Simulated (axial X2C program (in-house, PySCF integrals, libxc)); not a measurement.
# Worked dissociation energy of BaSi: CCSD, with spin–orbit coupling

Calculated with an in-house all-electron X2C program for linear molecules (integrals from PySCF). Two-component (2c) means X2C with spin–orbit coupling and atomic mean-field two-electron Coulomb and Gaunt terms. Basis: Ba dyall-cv3z [14s14p9d5f1g], Si dyall-v3z [8s7p2d1f] (cores contracted in-house); Gaussian nuclei, density fitting, unrestricted open shells. Masses: Ba 137.905 u, Si 27.977 u.

Molecular state: Ω = 1 (⟨Sz⟩ = 1.00, ⟨Lz⟩ = 0.00 at HF).

Correlated methods: 14 electrons correlated (number of frozen shells: Ba 4 s, 3 p, 2 d; Si 2 s, 1 p), 268 virtual spin orbitals or spinors in MP2, 90 natural virtuals in coupled cluster.

| Item | Value |
| --- | --- |
| E(Ba) (2M_J = 0) | -8128.572024 hartree |
| E(Si) (2M_J = 2) | -289.501225 hartree |
| E(BaSi) at Re | -8418.131154 hartree |
| ωe | 214.0 cm⁻¹ |
| ωexe | 0.657 cm⁻¹ |

**Question.** Work out De and D0.

**Answer.** De = -8128.572024 + (-289.501225) − (-8418.131154) = 0.05791 hartree = 1.576 eV. The zero-point energy is ωe/2 − ωexe/4 = 107 cm⁻¹ = 0.013 eV, so D0 = 1.562 eV.

The state is one determinant whose occupation by symmetry is held fixed; it was picked as the lowest of a PBE0 search that is not exhaustive. De is counted from the lowest determinant-based energies of the atoms at the same level, without counterpoise correction. CCSD ran in a truncated set of natural virtual spinors with an MP2 remainder; without triples it tends to underbind. In 2c an atomic determinant is not the ground J level, so De misses part of the atomic spin–orbit lowering. This holds for CCSD. PBE0 can misorder states that lie within some tenths of an eV, so this need not be the ground state of the molecule. The nearest other 2c determinant of the search, Ω = 2, lies 0.12 eV up at the distance of the search. With several unpaired electrons one determinant need not be a pure state. Open-shell Ω = 0 determinants with evenly filled partner blocks cannot be reached by this program, so the Ω shown need not be the lowest component. This is the Ω = 1 component of a π² triplet; the 0⁺ component is not one determinant and can lie lowest. The determinant is spin-polarised beyond a pure state at some levels (its spin-free form has ⟨S²⟩ too high), which makes Re and μ there less reliable.

Each atomic determinant is the lowest at this level and need not be a pure J level. Totals compare only within one Hamiltonian and basis.
